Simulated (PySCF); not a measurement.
Vibration and rotation of ZnBi

M06 constants of ZnBi, ⁴Σ⁻ (quartet), unpaired electrons σ ↑, π ↑↑ (basis Zn cc-pVDZ-PP with ECP10, Bi cc-pVDZ-PP with ECP60; scalar-relativistic core potentials; PySCF 2.14; masses 63.9291 and 208.9804 u):

- ωe: 88.0 cm⁻¹
- ωexe: 0.8 cm⁻¹
- Be: 0.038897 cm⁻¹
- αe: 0.000383 cm⁻¹
- D (centrifugal): 3.04e-08 cm⁻¹
- De to Zn + Bi: 0.317 eV

Question: Give the vibrational terms G(v) and spacings up to v = 6.

Answer: G(v) = ωe(v+½) − ωexe(v+½)².

```json
{"v": "0", "G(v) (cm⁻¹)": "43.8", "G(v) − G(v−1)": "", "Bv (cm⁻¹)": "0.03871"}
{"v": "1", "G(v) (cm⁻¹)": "130.2", "G(v) − G(v−1)": "86.4", "Bv (cm⁻¹)": "0.03832"}
{"v": "2", "G(v) (cm⁻¹)": "215.0", "G(v) − G(v−1)": "84.8", "Bv (cm⁻¹)": "0.03794"}
{"v": "3", "G(v) (cm⁻¹)": "298.2", "G(v) − G(v−1)": "83.2", "Bv (cm⁻¹)": "0.03756"}
{"v": "4", "G(v) (cm⁻¹)": "379.8", "G(v) − G(v−1)": "81.6", "Bv (cm⁻¹)": "0.03717"}
{"v": "5", "G(v) (cm⁻¹)": "459.8", "G(v) − G(v−1)": "80.0", "Bv (cm⁻¹)": "0.03679"}
{"v": "6", "G(v) (cm⁻¹)": "538.2", "G(v) − G(v−1)": "78.4", "Bv (cm⁻¹)": "0.03641"}
```

Question: How well does the Morse estimate ωe²/(4ωexe) reproduce De, and what is D0?

Answer: It gives 0.300 eV, 95 % of the computed De. D0 = De − G(0) = 0.317 − 0.005 = 0.312 eV.

The bond is weak. Basis-set superposition, not corrected here, can be much of De in a small basis, most of all at correlated wavefunction levels. Functionals without a dispersion term scatter widely for such bonds, and LDA overbinds them. Spin–orbit coupling is left out, which matters for elements this heavy, above all for dissociation energies. The state was picked by a PBE0 search and need not be the measured ground state.
